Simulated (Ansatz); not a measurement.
The cluster Al3P4⁻ was relaxed with r2SCAN-D4 (def2-SVPD) in Ansatz in these states: charge -1 quintet, charge -1 singlet, charge -1 triplet. The geometries follow in no particular order.

A:

```
atom   x (Å)   y (Å)   z (Å)
 Al1  -0.274   0.920  -1.327
 Al2   1.027   0.117   1.270
 Al3  -0.697  -1.345  -0.067
  P4   0.808  -2.123   1.478
  P5  -1.076  -0.958  -2.295
  P6  -0.975   1.269   0.881
  P7   1.187   2.119   0.061
```

B:

```
atom   x (Å)   y (Å)   z (Å)
 Al1  -0.823  -0.859  -1.343
 Al2  -0.438   0.632   1.620
 Al3   1.630  -0.038  -0.193
  P4   1.291   1.999   1.050
  P5   0.835   0.241  -2.451
  P6  -0.289  -1.656   0.870
  P7  -2.207  -0.319   0.447
```

C:

```xyz
7

Al    0.7662   -0.4164    1.5908
Al    0.4412    1.1785   -1.4215
Al   -1.2317   -0.5843   -0.0887
P    -1.8659    0.9066   -1.7011
P    -1.3888   -0.9000    2.1582
P     1.1561   -1.0614   -0.7807
P     2.1230    0.8771    0.2431
```

Judge from the bond lengths which geometry belongs to which state (an estimate).

A is the charge -1 singlet (Al1–Al3 2.626 Å, Al2–Al3 2.626 Å, Al1–P6 2.343 Å); B is the charge -1 quintet (Al1–Al3 2.831 Å, Al2–Al3 2.830 Å, Al1–P6 2.412 Å); C is the charge -1 triplet (Al1–Al3 2.615 Å, Al2–Al3 2.772 Å, Al1–P6 2.488 Å).
